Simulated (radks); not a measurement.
Valence configurations of Bi III. Calculated with a radial shooting solver on a logarithmic mesh with Libxc functionals: scalar-relativistic Kohn-Sham, PBE, spin-polarised, spherical densities, finite nucleus; open shells are filled with parallel spins first (spin-orbit coupling, left out, can overturn this in heavy ions); Fermi nuclear charge, rms radius 5.5211 fm. Energies are relative to [Hg] 6p1; eigenvalues in eV for spin up.

valence                     E (eV)  moment (Bohr magnetons)    e(4f)    e(5d)    e(6p)    e(6s)
[Hg] 6p1                     0.000                        1  -170.22  -44.603  -19.594  -31.035
[Xe] 4f14 5d10 6s1 6p2      10.050                        3  -171.91  -46.344  -20.974  -32.709
[Xe] 4f14 5d9.5 6s2 6p1.5   12.707                        2  -173.56  -47.259  -20.636  -32.500
[Xe] 4f14 5d9 6s2 6p2       25.994                        3  -176.90  -49.883  -21.622  -33.904
[Xe] 4f13.5 5d10 6s2 6p1.5  77.505                        2  -180.83  -48.083  -20.697  -32.613
[Xe] 4f13 5d10 6s2 6p2      159.45                        3  -191.59  -51.601  -21.760  -34.155
[Xe] 4f13 5d10 6s1.5 6p2.5  164.75                        4  -192.39  -52.425  -22.395  -34.934

NIST lists [Hg] 6p1 as the ground configuration; this level of theory agrees among the configurations tried. The energies are those of spherical high-spin densities, not of single terms.
